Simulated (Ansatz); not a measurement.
Redistribution: C2H3F3 + C2H3I → C2H4F2 + C2H2FI

Gas-phase species: C2H3F3 (1,1,1-trifluoroethane) `CC(F)(F)F`, singlet; C2H3I (vinyl iodide) `C=CI`, singlet; C2H4F2 (1,1-difluoroethane) `CC(F)F`, singlet; C2H2FI `C=C(F)I`, singlet. The partners trade F for H; both sit on C, so the bond types are kept.

Shapes, held fixed at every level: PBE0-D4/def2-TZVP. Programs: Ansatz 0.2.0. The zero-point and thermal change to 298 K, harmonic and unscaled (PBE0-D4/def2-TZVP), is +1.5 kJ/mol.

(1) Estimate ΔH(298 K) of this reaction.

Results:

(1) The highest level, CCSD(T)/def2-TZVPP, gives ΔH(298 K) = +67.6 kJ/mol; the levels span +61.6 to +81.2. The column of differences is taken from that level and isn't an error. No measured value is set beside it here. For atoms past krypton def2 sets carry core potentials with scalar relativity. Outer-core shells of I are correlated, in sets that cover them unevenly.

```
               level                   kind  ΔH(298 K) (kJ/mol)  less CCSD(T)/def2-TZVPP
r2SCAN-D4/def2-TZVPP               meta-GGA               +62.5                     -5.1
 BHLYP-D4/def2-TZVPP          global hybrid               +65.5                     -2.1
   B2PLYP/def2-TZVPP          double hybrid               +61.6                     -6.0
        MP2/def2-SVP    perturbation theory               +81.2                    +13.6
      MP2/def2-TZVPP    perturbation theory               +68.1                     +0.5
       CCSD/def2-SVP  coupled cluster or CI               +80.3                    +12.7
  CCSD(T)/def2-TZVPP  coupled cluster or CI               +67.6                      0.0
```
